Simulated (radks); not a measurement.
Problem. All-electron atom: the palladium ion Pd29+ in [Ne] 3s2 3p5. Method: Dirac Kohn-Sham, BLYP, spin-unpolarised, spherical densities, finite nucleus; open shells fill j = l - 1/2 first; Fermi nuclear charge, rms radius 4.5318 fm; computed with a radial shooting solver on a logarithmic mesh with Libxc functionals. Some entries of the table are withheld. Estimate them.

| orbital | occ. | eigenvalue (eV) | <1/r> (bohr^-1) |
|---|---|---|---|
| 1s1/2 | 2 | (1) | 48.24 |
| 2s1/2 | 2 | (2) | 11.20 |
| 2p1/2 | 2 | (3) | 11.15 |
| 2p3/2 | 4 | (4) | 10.52 |
| 3s1/2 | 2 | -1806.901 | 4.382 |
| 3p1/2 | 2 | (5) | (6) |
| 3p3/2 | 3 | (7) | (8) |

Solution. 
(1) 1s1/2 eigenvalue (eV): -25598.15
(2) 2s1/2 eigenvalue (eV): -4934.414
(3) 2p1/2 eigenvalue (eV): -4691.887
(4) 2p3/2 eigenvalue (eV): -4529.617
(5) 3p1/2 eigenvalue (eV): -1719.174
(6) 3p1/2 <1/r> (bohr^-1): 4.318
(7) 3p3/2 eigenvalue (eV): -1681.619
(8) 3p3/2 <1/r> (bohr^-1): 4.158
